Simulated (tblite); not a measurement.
Species: methylphenylphosphine, C7H9P.
Cartesian coordinates in Å at the GFN2-xTB level; atoms count from 1:
```
atom  x, y, z in Å
C1     2.718   -0.467   -0.185
P2     1.677    0.582   -1.309
C3     0.064    0.304   -0.488
C4    -0.551    1.272    0.295
C5    -1.780    1.020    0.877
C6    -2.407   -0.199    0.682
C7    -1.803   -1.167   -0.104
C8    -0.579   -0.913   -0.694
H9     2.516   -1.518   -0.391
H10    3.767   -0.266   -0.398
H11    2.507   -0.257    0.862
H12    1.948    1.788   -0.648
H13   -0.065    2.227    0.449
H14   -2.251    1.778    1.487
H15   -3.366   -0.394    1.139
H16   -2.290   -2.118   -0.261
H17   -0.112   -1.660   -1.322
```

Method: GFN2-xTB as coded in tblite; computed harmonic values from a numerical Hessian at the method's own geometry, unscaled. This tight-binding method is rough: wavenumbers can miss measured ones by several per cent, in bad cases by 10 to 20. Modes of hydrogen on phosphorus can be 10 to 20 % off. One conformer, not necessarily the lowest.

Harmonic wavenumbers (cm⁻¹): 30.1, 107.4, 169.4, 232.1, 254.0, 361.9, 388.9, 455.7, 586.9, 657.8, 684.5, 721.5, 737.2, 741.0, 860.9, 873.3, 891.6, 898.1, 925.6, 931.9, 970.6, 985.0, 1082.0, 1117.9, 1125.9, 1181.5, 1197.5, 1277.8, 1314.0, 1318.0, 1426.0, 1444.1, 1451.5, 1456.9, 1580.9, 1589.9, 2246.3, 3000.4, 3007.1, 3015.3, 3055.8, 3056.6, 3072.2, 3078.4, 3089.0.

A = 3944, B = 1110, C = 977.5 MHz; mass 124.044 u (most abundant isotopes); point group C1, symmetry number 1.

Question: Zero-point energy?

Answer: Half the sum of the wavenumbers: 29325 cm⁻¹ = 350.80 kJ/mol.

Question: Give the ideal-gas entropy at 500 K and 1 bar in the rigid-rotor, harmonic-oscillator model (classical rotation).

Answer: Translation 179.72, rotation 126.57, vibration 162.46: S = 468.7 J/(mol K).

Question: And Cp and H(500 K) − H(0)?

Answer: Cp = 212.09 J/(mol K), of which vibrations give 178.84 (their classical limit is 45 R = 374.2); H(500 K) − H(0) = 59.86 kJ/mol without the zero-point energy, 43.23 from vibrations.

Question: What must be added to the electronic energy to get the Gibbs energy at 500 K and 1 bar?

Answer: ZPE + [H(500 K) − H(0)] − T·S = 350.80 + 59.86 − 234.37 = 176.29 kJ/mol.

Question: Blend soft modes into free rotors: weight 1/[1 + (100 cm⁻¹/ν̃)⁴] for the oscillator and the rest for a rotor with moment μB/(μ + B), μ = h/(8π²ν), B = 10⁻⁴⁴ kg m². What vibrational entropy results?

Answer: 150.80 J/(mol K) in place of 162.46, which changes −T·S at 500 K by +5.83 kJ/mol.

Question: Which modes carry the vibrational entropy at 500 K?

Answer: 30.1 cm⁻¹: 28.66; 107.4 cm⁻¹: 18.11; 169.4 cm⁻¹: 14.37; 232.1 cm⁻¹: 11.82; 254.0 cm⁻¹: 11.10; 361.9 cm⁻¹: 8.34 J/(mol K); the other 39 give 70.05 together.

Hindered rotation and anharmonicity are outside this model. Other conformers, if any are populated, would add a mixing term that is left out. The structure is chiral; the term R ln 2 for an equal mix with its mirror image is left out.
